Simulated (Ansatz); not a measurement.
Consider the ligand exchange at the Si–Cl bond: `O[Si](O)(F)Cl` + NH₃ → `N[Si](O)(O)F` + HCl.

Program: Ansatz. Geometries: PBE0-D4/def2-TZVP. ΔE: electronic, gas phase. CCSD(T)/CBS is the MP2 limit (def2-TZVPP, def2-QZVPP) plus CCSD(T) − MP2 in def2-TZVPP, frozen cores. This one scheme is used for every species. Functionals use def2-TZVPP. B3LYP here is the variant with VWN-RPA as its local correlation; programs differ in this. Each species was taken in one conformer, which may not be the lowest.

`O[Si](O)(F)Cl`:

```xyz
7

O    -0.541    0.573    1.107
Si    0.160   -0.258   -0.093
O    -0.221    0.435   -1.497
F     1.728   -0.280    0.134
Cl   -0.422   -2.196   -0.161
H    -0.337    0.343    2.015
H    -0.366    1.383   -1.505
```

NH₃:

Cartesian coordinates in Å:
```
N 0.120 -0.034 -0.253
H 0.688 -0.425 0.489
H -0.023 0.944 -0.034
H -0.785 -0.485 -0.203
```

`N[Si](O)(O)F`:

Cartesian coordinates in Å:
```
N 0.721 1.153 -0.259
Si -0.109 -0.312 -0.156
O -1.615 0.077 0.328
O 0.692 -1.361 0.799
F -0.238 -1.128 -1.519
H 1.714 1.184 -0.416
H 0.257 1.986 -0.577
H -2.315 -0.541 0.115
H 0.893 -1.058 1.685
```

HCl:

Z-matrix (Å, degrees):
```
Cl
H 1 1.279
```

```csv
level,ΔE (kcal/mol),difference from CCSD(T)/CBS
PBE-D4,7.6,1.2
PBE0-D4,7.1,0.7
B3LYP-D4,6.4,0.0
ωB97M-V,6.7,0.3
PBE,7.5,1.1
PBE0,7.1,0.7
B3LYP,6.3,-0.1
HF/def2-TZVPP,5.9,-0.5
HF/def2-QZVPP,5.9,-0.5
CCSD/CBS(def2),6.1,-0.3
CCSD(T)/CBS,6.4,0
```

Largest T1 diagnostic among the species: 0.011.
